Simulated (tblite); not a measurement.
Species: C6H14BP.
Bonds: B1–P2, P2–C3, C3–C4, C3–C5, C3–C6, P2–C7, C7–C8 (double), P2–C8. Hydrogens: H9, H10, H11 on B1; H12, H13, H14 on C4; H15, H16, H17 on C5; H18, H19, H20 on C6; H21 on C7; H22 on C8.
Bond orders are those of one Lewis drawing.

Computed with GFN2-xTB (tblite), gas phase: L-BFGS steps from a force-field or distance-geometry start until the largest atomic force falls under 0.01 eV/Å.

Step 11: E = -643.5275 eV
```
atom  x, y, z in Å  |  force x, y, z in eV/Å
B1      2.0759    0.9413    1.4285    0.040   0.047   0.063
P2      1.0127   -0.1617    0.2414    0.025  -0.161  -0.036
C3     -0.7590    0.1851   -0.3220    0.072  -0.032   0.018
C4     -1.2372   -0.7696   -1.4058   -0.002   0.034   0.012
C5     -1.6195    0.0658    0.9345    0.006   0.007  -0.037
C6     -0.7423    1.6271   -0.8255   -0.014  -0.041   0.006
C7      1.7237   -1.5413   -0.7104    0.009  -0.016   0.058
C8      1.1814   -1.9586    0.4202    0.035   0.015  -0.006
H9      3.0622    0.2820    1.5269    0.021   0.029   0.029
H10     1.4251    0.9956    2.4233    0.005   0.042   0.034
H11     2.2359    1.9943    0.9079   -0.008   0.012  -0.019
H12    -0.5970   -0.7076   -2.2849   -0.009  -0.037   0.025
H13    -1.2463   -1.7978   -1.0472    0.037   0.021  -0.021
H14    -2.2515   -0.5018   -1.6986   -0.004  -0.022  -0.033
H15    -1.6071   -0.9580    1.3096    0.003   0.044   0.004
H16    -1.2353    0.7289    1.7096   -0.028  -0.043   0.013
H17    -2.6506    0.3425    0.7196   -0.017   0.012   0.013
H18    -0.0881    1.7174   -1.6930   -0.016   0.023   0.023
H19    -1.7430    1.9491   -1.1095   -0.011   0.015  -0.001
H20    -0.3722    2.2858   -0.0402    0.008   0.017  -0.050
H21     2.3321   -1.8734   -1.5263   -0.109   0.037  -0.044
H22     1.0898   -2.8258    1.0412   -0.043  -0.002  -0.049
```

Step 12: E = -643.5290 eV
```
atom  x, y, z in Å  |  force x, y, z in eV/Å
B1      2.0761    0.9429    1.4296    0.028   0.025   0.043
P2      1.0123   -0.1655    0.2409    0.037   0.002   0.033
C3     -0.7582    0.1846   -0.3219    0.048  -0.025   0.007
C4     -1.2369   -0.7690   -1.4055   -0.004   0.005   0.000
C5     -1.6194    0.0661    0.9336   -0.002   0.006  -0.018
C6     -0.7426    1.6263   -0.8255   -0.006  -0.019   0.003
C7      1.7237   -1.5417   -0.7094    0.017  -0.021   0.006
C8      1.1820   -1.9589    0.4204    0.014  -0.032   0.016
H9      3.0622    0.2843    1.5280    0.031   0.019   0.029
H10     1.4270    0.9988    2.4246   -0.008   0.034   0.039
H11     2.2371    1.9957    0.9100   -0.014   0.015  -0.035
H12    -0.5971   -0.7085   -2.2846    0.000  -0.027   0.015
H13    -1.2454   -1.7974   -1.0477    0.032   0.016  -0.014
H14    -2.2511   -0.5025   -1.6992   -0.010  -0.015  -0.030
H15    -1.6071   -0.9571    1.3092    0.001   0.024   0.007
H16    -1.2358    0.7279    1.7096   -0.021  -0.031   0.015
H17    -2.6508    0.3427    0.7200   -0.013   0.013   0.004
H18    -0.0888    1.7179   -1.6928   -0.011   0.017   0.013
H19    -1.7431    1.9495   -1.1095   -0.009   0.003   0.003
H20    -0.3722    2.2860   -0.0413    0.009   0.015  -0.041
H21     2.3273   -1.8752   -1.5259   -0.067   0.023  -0.091
H22     1.0903   -2.8274    1.0364   -0.051  -0.046  -0.003
```

Step 13: E = -643.5302 eV
```
atom  x, y, z in Å  |  force x, y, z in eV/Å
B1      2.0772    0.9450    1.4316    0.012   0.009   0.022
P2      1.0130   -0.1679    0.2413    0.039   0.091   0.070
C3     -0.7568    0.1839   -0.3218    0.013  -0.007  -0.002
C4     -1.2369   -0.7685   -1.4053   -0.001  -0.016  -0.008
C5     -1.6194    0.0663    0.9326   -0.007   0.004   0.002
C6     -0.7430    1.6254   -0.8254    0.003   0.003  -0.002
C7      1.7238   -1.5424   -0.7088    0.018  -0.021  -0.022
C8      1.1824   -1.9597    0.4207    0.005  -0.055   0.023
H9      3.0628    0.2858    1.5292    0.035   0.019   0.033
H10     1.4279    1.0014    2.4264   -0.007   0.030   0.035
H11     2.2376    1.9972    0.9106   -0.016   0.009  -0.036
H12    -0.5971   -0.7096   -2.2840    0.009  -0.017   0.000
H13    -1.2442   -1.7969   -1.0483    0.024   0.004  -0.005
H14    -2.2511   -0.5033   -1.7002   -0.007  -0.009  -0.022
H15    -1.6071   -0.9560    1.3091   -0.003   0.002   0.007
H16    -1.2364    0.7267    1.7097   -0.014  -0.016   0.017
H17    -2.6512    0.3431    0.7203   -0.004   0.012  -0.006
H18    -0.0895    1.7185   -1.6924   -0.005   0.011  -0.001
H19    -1.7434    1.9498   -1.1094   -0.004  -0.012   0.008
H20    -0.3720    2.2863   -0.0428    0.008   0.014  -0.026
H21     2.3230   -1.8761   -1.5272   -0.045   0.015  -0.111
H22     1.0899   -2.8295    1.0332   -0.054  -0.069   0.023
```

Task: Estimate the geometry and energy of step 14. (The exact step hangs on the optimiser's Hessian estimate; all steps are aligned on step 13, rigid shifts and turns removed.)

Result: E = -643.5318 eV, largest force 0.178 eV/Å
```
atom  x, y, z in Å  |  force x, y, z in eV/Å
B1      2.0788    0.9480    1.4349   -0.004  -0.002   0.002
P2      1.0148   -0.1703    0.2432    0.035   0.147   0.094
C3     -0.7546    0.1828   -0.3215   -0.036   0.021  -0.009
C4     -1.2367   -0.7681   -1.4053    0.009  -0.036  -0.015
C5     -1.6195    0.0667    0.9312   -0.011  -0.002   0.028
C6     -0.7435    1.6241   -0.8254    0.015   0.031  -0.008
C7      1.7241   -1.5438   -0.7078    0.011  -0.016  -0.043
C8      1.1835   -1.9618    0.4214   -0.001  -0.066   0.020
H9      3.0643    0.2888    1.5317    0.036   0.022   0.038
H10     1.4292    1.0060    2.4297   -0.002   0.024   0.023
H11     2.2381    1.9995    0.9108   -0.018  -0.004  -0.032
H12    -0.5969   -0.7117   -2.2833    0.023   0.000  -0.021
H13    -1.2419   -1.7961   -1.0492    0.010  -0.018   0.009
H14    -2.2511   -0.5047   -1.7021    0.004  -0.002  -0.006
H15    -1.6071   -0.9544    1.3091   -0.010  -0.028   0.006
H16    -1.2376    0.7246    1.7104   -0.002   0.007   0.018
H17    -2.6518    0.3439    0.7207    0.010   0.009  -0.020
H18    -0.0905    1.7197   -1.6919    0.003   0.000  -0.024
H19    -1.7438    1.9500   -1.1091    0.001  -0.031   0.015
H20    -0.3715    2.2871   -0.0455    0.008   0.013  -0.001
H21     2.3155   -1.8771   -1.5316   -0.026   0.010  -0.115
H22     1.0880   -2.8341    1.0288   -0.055  -0.079   0.042
```

The energy changes by -0.0017 eV. The first-order estimate −F·Δx gives -0.0022 eV and the mean of the old and new forces, exact on a quadratic surface, -0.0016 eV. The step makes an angle of 55° with the force vector and moves no atom by more than 0.009 Å.

What follows is the cost of the whole relaxation. The run took 0.56 s wall on one thread, Arm Neoverse V1 (aarch64) (shared host).
